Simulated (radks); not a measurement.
Valence configurations of Mn (all share [Ar]). Method: non-relativistic Kohn-Sham, BLYP, spin-polarised, spherical densities, point nucleus; open shells are filled with parallel spins first; computed with a radial shooting solver on a logarithmic mesh with Libxc functionals. Energies are relative to 3d5 4s2; eigenvalues in eV for spin up.

valence,E (eV),moment (Bohr magnetons),e(3d),e(4p),e(4s)
3d5 4s2,0.000,5,-8.137,-,-5.223
3d5.5 4s1.5,0.427,5,-6.062,-,-4.769
3d6 4s1,1.237,5,-4.383,-,-4.377
3d5 4s1 4p1,2.654,7,-9.446,-2.264,-6.348
3d7,4.506,3,-2.628,-,-
3d4.5 4s1.5 4p1,5.500,6,-11.876,-2.504,-6.843
3d4 4s2 4p1,9.183,5,-14.523,-2.744,-7.344
3d4 4s1 4p2,12.231,7,-15.535,-3.431,-8.250
3d3 4s2 4p2,23.767,5,-21.448,-3.965,-9.289
3d3 4p4,34.425,5,-23.817,-4.962,-

NIST lists [Ar] 3d5 4s2 as the ground configuration; this level of theory agrees among the configurations tried. The energies are those of spherical high-spin densities, not of single terms.
